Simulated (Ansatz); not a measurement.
C4H10Si can be A, `C=C([SiH3])CC`, or B, `CC/C=C/[SiH3]`.

Computed with Ansatz on PBE0-D4/def2-TZVP structures; ΔE is electronic, products minus reactants. CCSD(T)/CBS adds triple-zeta CCSD(T) − MP2 to the extrapolated MP2 energy (def2 sets, frozen cores). DFT in def2-TZVPP. B3LYP here is the variant with VWN-RPA as its local correlation; programs differ in this. One conformer a species, not always the lowest.

Problem. Which is lower in electronic energy at CCSD(T)/CBS, and by how much? (Best estimate.)

Solution. The calculation gave: B, by 1.4 kcal/mol.

Problem. Give E(B) − E(A) in kcal/mol with HF/def2-TZVPP, r2SCAN-D4, B3LYP, B3LYP-D4, CCSD/def2-TZVPP, CCSD(T)/def2-TZVPP, MP2/def2-TZVPP. (Estimate.)

Solution. Ansatz gave: HF/def2-TZVPP -3.3, r2SCAN-D4 -1.8, B3LYP -2.8, B3LYP-D4 -1.4, CCSD/def2-TZVPP -1.7, CCSD(T)/def2-TZVPP -1.4, MP2/def2-TZVPP -1.2. None reverses the order clearly.

Largest T1 diagnostic: 0.011.

In def2-TZVPP, CCSD(T) changes the Hartree–Fock value by +1.9 kcal/mol (the triples alone add +0.3 kcal/mol) and MP2 by +2.1 kcal/mol. The D4 term adds +1.3 kcal/mol with B3LYP and +0.7 kcal/mol with PBE0; it sums over pairs of atoms, weighted by their polarisabilities, and B3LYP, whose exchange is more repulsive, gets the larger term.
